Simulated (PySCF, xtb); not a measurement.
InFCl₂, SMILES [Cl][In]([F])[Cl].

GFN2-xTB (xtb) at its own geometry gives an orbital gap of 2.96 eV and a dipole moment of 2.62 D.

Geometry: PBE-D3(BJ)/def2-SVP. The def2 effective core potentials stand for the cores of In; spin–orbit coupling is left out.

**Question.** What does PySCF with r2SCAN/def2-TZVPD give? (Estimate from the structure and the level; the computed values follow.)

**Answer.** gap 4.42 eV (levels -8.57 and -4.14 eV), dipole 0.89 D.
